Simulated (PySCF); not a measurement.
# Towards the basis-set limit for GaC

State: ⁴Σ⁻, quartet, unpaired electrons σ ↑, π ↑↑. De refers to Ga + C. ROHF-based CCSD(T) in PySCF 2.14 with Ga cc-pwCVDZ-PP with ECP10, C aug-cc-pVDZ and Ga cc-pwCVTZ-PP with ECP10, C aug-cc-pVTZ (frozen core orbitals: 5; scalar-relativistic core potentials). Correlation energies are extrapolated as n⁻³ (n = 2, 3), Hartree–Fock as (n+1)·exp(−9√n).

| Level | Re (Å) | ωe (cm⁻¹) | ωexe (cm⁻¹) | αe (cm⁻¹) | De (eV) |
| --- | --- | --- | --- | --- | --- |
| CCSD(T)/DZ | 2.0171 | 523.2 | 3.24 | 0.00392 | 2.900 |
| CCSD(T)/TZ | 1.9978 | 546.5 | 3.16 | 0.00371 | 3.069 |
| HF/CBS | 2.0284 | 544.7 | 3.25 | 0.00355 | 2.414 |
| MP2/CBS | 2.0005 | 546.5 | 2.96 | 0.00352 | 3.087 |
| CCSD/CBS | 1.9956 | 553.3 | 3.12 | 0.00361 | 2.987 |
| CCSD(T)/CBS | 1.9926 | 552.2 | 3.13 | 0.00366 | 3.123 |

**Question.** How much is left between CCSD(T)/TZ and the basis-set limit, and how much do the triples give at the limit?

**Answer.** CCSD(T)/CBS less CCSD(T)/TZ: -5.2 mÅ in Re, +5.7 cm⁻¹ in ωe and +0.054 eV in De. CCSD(T)/CBS less CCSD/CBS: -3.0 mÅ in Re, -1.1 cm⁻¹ in ωe and +0.136 eV in De.

The T1 diagnostic is 0.035, large enough to doubt a single reference. The state was picked by a PBE0 search and need not be the measured ground state. Spin–orbit coupling, excitations beyond (T) and corrections to the Born–Oppenheimer picture are left out.

The whole job (state search and all basis sets along the bond) took about 38 min on 4 threads of Intel Xeon Platinum 8488C (shared host), peak memory 12 GiB.
